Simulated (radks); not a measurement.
Results of a calculation; reference values are marked as such.
Spin polarisation of the 4f9 shell in Tb. Start: [Xe] 4f(up 4.5, down 4.5) 6s2; electrons of 4f are moved from spin down to spin up, other shells keep equal spins. Code: a radial shooting solver on a logarithmic mesh with Libxc functionals. Model: non-relativistic Kohn-Sham, PBE, spin-polarised, spherical densities, point nucleus.

| moment (Bohr magnetons) | E - E(0) (eV) | e(4f up) (eV) | e(4f down) (eV) | 6s down minus up (eV) | 5p down minus up (eV) |
|---|---|---|---|---|---|
| 0 | 0.000 | -6.747 | -6.747 | 0.000 | 0.000 |
| 1 | -0.189 | -7.111 | -6.354 | 0.023 | 0.277 |
| 2 | -0.757 | -7.446 | -5.933 | 0.046 | 0.554 |
| 3 | -1.702 | -7.751 | -5.483 | 0.069 | 0.833 |
| 4 | -3.024 | -8.024 | -5.003 | 0.092 | 1.113 |
| 5 | -4.723 | -8.265 | -4.493 | 0.117 | 1.397 |

At moment 5 the spin-polarisation energy is -4.723 eV and the 4f exchange splitting 3.772 eV, that is 0.754 eV per Bohr magneton; E = -I m^2/4 would give I = 0.756 eV.
